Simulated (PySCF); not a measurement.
## Ionisation energy of Pm by level of theory

Pm [Xe] 4f5 6s2 [4f5/2^5, M_J = 5/2] → Pm⁺ [Xe] 4f5 6s1 [4f5/2^5 6s1/2^1, M_J = 2], as a difference of total energies. Calculation: PySCF 2.14, in x2c-QZVPPall-2c; the two-component X2C-1e Hamiltonian. Correlated levels: [Ar] 3d10 frozen; the 40 highest virtual spinors dropped. "Screened" scales the spin-orbit matrix elements by Boettger's factors to mimic the two-electron term; Breit and QED terms are absent.

```tsv
method	ionisation energy (eV)
GHF (spin-free)	4.540
GMP2 (spin-free)	5.502
GHF (screened spin-orbit)	4.541
GMP2 (screened spin-orbit)	5.503
```

Problem. How much does correlation contribute at GMP2 (screened spin-orbit)?

Solution. 5.503 − (4.541) = 0.962 eV, measured against GHF (screened spin-orbit).

The spin-free rows relax to the high-spin LS determinant and lack the spin-orbit shift.

The labels give the starting determinants; with spin-orbit coupling the two ends relaxed to ⟨J²⟩ = 13.18, ⟨L²⟩ = 29.88, ⟨S²⟩ = 8.71 and ⟨J²⟩ = 11.43, ⟨L²⟩ = 29.89, ⟨S²⟩ = 11.94.

The determinant of Pm and of Pm⁺ mixes levels of different J (the jj label is only the starting occupation), so the difference between spin-free and spin-orbit rows is not the physical spin-orbit shift.

For comparison: 5.582 eV (measured; NIST Atomic Spectra Database, ionization energies).
